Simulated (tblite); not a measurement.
Input of a run (GFN2-xTB geometry optimisation, gas phase (tblite 0.8.0)), started from a force field or distance geometry:
```
{"job": {"kind": "relax", "xc": "GFN2-xTB", "basis": "xTB"}, "charge": 1, "multiplicity": 1}
C      2.975200    -0.487100     0.136200
C      2.738500     0.468100    -0.808700
P      1.445800    -0.774300    -0.757900
C     -0.115700    -0.274400    -0.040200
C     -1.130000     0.182100    -0.844500
C     -2.367600     0.578700    -0.335700
C     -2.569600     0.503100     1.044200
N     -1.557400     0.044400     1.847900
C     -0.360600    -0.345800     1.324900
H      3.592100    -0.893900     0.939200
H      3.120300     1.386800    -1.272000
H      1.456100    -1.674300    -1.834100
H     -0.994600     0.256000    -1.924400
H     -3.130100     0.938000    -1.003900
H     -3.521800     0.807200     1.497600
H      0.411800    -0.705700     2.020000
```

Output (eV, eV/Å):
```
step      E/eV     max force
  0    -637.28806    2.447
  1    -637.46102    1.065
  2    -637.51600    0.880
  3    -637.56080    0.393
  4    -637.58062    0.354
  5    -637.59534    0.263
  6    -637.60178    0.241
  7    -637.60536    0.131
  8    -637.60770    0.112
  9    -637.60916    0.079
 10    -637.61006    0.082
 11    -637.61089    0.089
 12    -637.61192    0.102
 13    -637.61284    0.073
 14    -637.61339    0.065
 15    -637.61375    0.062
 16    -637.61418    0.061
 17    -637.61475    0.079
 18    -637.61524    0.067
 19    -637.61551    0.047
 20    -637.61568    0.047
 21    -637.61592    0.059
 22    -637.61630    0.072
 23    -637.61680    0.074
 24    -637.61726    0.059
 25    -637.61765    0.052
 26    -637.61808    0.056
 27    -637.61862    0.082
 28    -637.61925    0.084
 29    -637.61992    0.061
 30    -637.62063    0.059
 31    -637.62141    0.071
 32    -637.62231    0.085
 33    -637.62326    0.072
 34    -637.62423    0.075
 35    -637.62526    0.083
 36    -637.62632    0.080
 37    -637.62739    0.093
 38    -637.62839    0.084
 39    -637.62924    0.075
 40    -637.63002    0.077
 41    -637.63081    0.082
 42    -637.63158    0.139
 43    -637.63252    0.073
 44    -637.63352    0.072
 45    -637.63385    0.043
 46    -637.63429    0.050
 47    -637.63486    0.057
 48    -637.63569    0.088
 49    -637.63661    0.093
 50    -637.63741    0.066
 51    -637.63797    0.060
 52    -637.63849    0.069
 53    -637.63915    0.075
 54    -637.64005    0.082
 55    -637.64108    0.117
 56    -637.64196    0.069
 57    -637.64259    0.070
 58    -637.64302    0.054
 59    -637.64339    0.053
 60    -637.64394    0.042
 61    -637.64449    0.053
 62    -637.64501    0.055
 63    -637.64546    0.048
 64    -637.64590    0.049
 65    -637.64638    0.050
 66    -637.64709    0.068
 67    -637.64813    0.103
 68    -637.64937    0.117
 69    -637.65051    0.126
 70    -637.65208    0.087
 71    -637.65367    0.095
 72    -637.65535    0.105
 73    -637.65834    0.128
 74    -637.66090    0.142
 75    -637.66289    0.147
 76    -637.66440    0.116
 77    -637.66561    0.099
 78    -637.66710    0.099
 79    -637.66865    0.103
 80    -637.66987    0.145
 81    -637.65283    0.559
 82    -637.67147    0.106
 83    -637.67214    0.080
 84    -637.67347    0.072
 85    -637.67376    0.099
 86    -637.67406    0.083
 87    -637.67446    0.044
 88    -637.67473    0.034
 89    -637.67507    0.042
 90    -637.67532    0.041
 91    -637.67553    0.045
 92    -637.67571    0.039
 93    -637.67593    0.044
 94    -637.67615    0.031
 95    -637.67636    0.055
 96    -637.67655    0.037
 97    -637.67672    0.039
 98    -637.67690    0.032
 99    -637.67703    0.032
100    -637.67715    0.024
101    -637.67723    0.020
102    -637.67732    0.018
103    -637.67737    0.015
104    -637.67740    0.017
105    -637.67743    0.013
106    -637.67745    0.007
```

Summarise the run.

The energy falls by 0.389 eV over 106 L-BFGS steps, the largest force on an atom goes from 2.45 to 0.007 eV/Å, and the atoms move by 0.710 Å rms after alignment. The bond that changes most is N8–C9 (pyridine-type nitrogen to aromatic CH next to a ring nitrogen), which shortens by 0.053 Å. Bonds longer at the end by more than 0.005 Å: 3 of 17; shorter: 13. Among the angles that change most is C2–C1–H10, from 150.3° to 144.6°. Among the dihedrals that turn most is C1–P3–C4–C9, from -35° to 26°. The energy rose by more than 1e-5 eV at step 81. The first step brought 44 % of the lowering.

What are the final bond lengths?

C1=C2 1.329 Å, C2–P3 1.786 Å, P3–C4 1.801 Å, C4–C5 1.396 Å, C5–C6 1.384 Å, C6–C7 1.391 Å, C7–N8 1.322 Å, N8–C9 1.310 Å, C1–P3 1.786 Å, C4–C9 1.400 Å, C1–H10 1.071 Å, C2–H11 1.071 Å, P3–H12 1.382 Å, C5–H13 1.082 Å, C6–H14 1.078 Å, C7–H15 1.081 Å, C9–H16 1.083 Å. Numbering counts from 1 in the input's order; the species is `C1=C[PH+]1c1cccnc1`.

Hardware: Intel Xeon Platinum 8488C, one thread, on a shared host. Cost: 0.79 s.

Its GFN2-xTB frequencies are all real (lowest 34 cm⁻¹). 3 starts were optimised and ended at 0.00, 0.00 and 0.14 kcal/mol (GFN2-xTB); the lowest of these is shown.

One conformer stands for the species.

The numbers are calculated, not measured.
